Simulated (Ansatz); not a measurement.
Frontier orbitals of `CNBBr`.

Charge 0, multiplicity 1. Correlated methods include outer-core shells of Br, which these sets cover unevenly. Scalar relativity is left out up to krypton. The geometry is a stationary point of PBE0-D4/def2-TZVP. It is one conformer, not always the lowest. Basis def2-TZVPP, Ansatz.

```tsv
functional	HOMO (eV)	LUMO (eV)
PBE0	-7.67	0.05
```

Give HOMO and LUMO (eV) with LDA (SPW92), PBE, revPBE, BLYP, r2SCAN, B97M-V, B3LYP, r2SCANh, r2SCAN0, HSE06 (plane-wave form), BHLYP, CAM-B3LYP, LC-ωPBE, ωB97X-V, ωB97M-V, HF. (Estimate.)

The calculation gave: 
```csv
functional,HOMO,LUMO
LDA (SPW92),-6.56,-1.13
PBE,-6.41,-0.89
revPBE,-6.36,-0.79
BLYP,-6.26,-0.74
r2SCAN,-6.69,-0.58
B97M-V,-6.77,-0.58
B3LYP,-7.43,-0.16
r2SCANh,-7.16,-0.25
r2SCAN0,-7.87,0.23
HSE06 (plane-wave form),-7.28,-0.33
BHLYP,-8.82,1.04
CAM-B3LYP,-9.00,1.12
LC-ωPBE,-10.38,2.27
ωB97X-V,-10.01,2.17
ωB97M-V,-9.90,1.93
HF,-10.65,3.30
```

B3LYP here is the variant with VWN-RPA as its local correlation; programs differ in this. LC-ωPBE has ω = 0.4 bohr⁻¹. Positive LUMOs are unbound and depend on the basis.
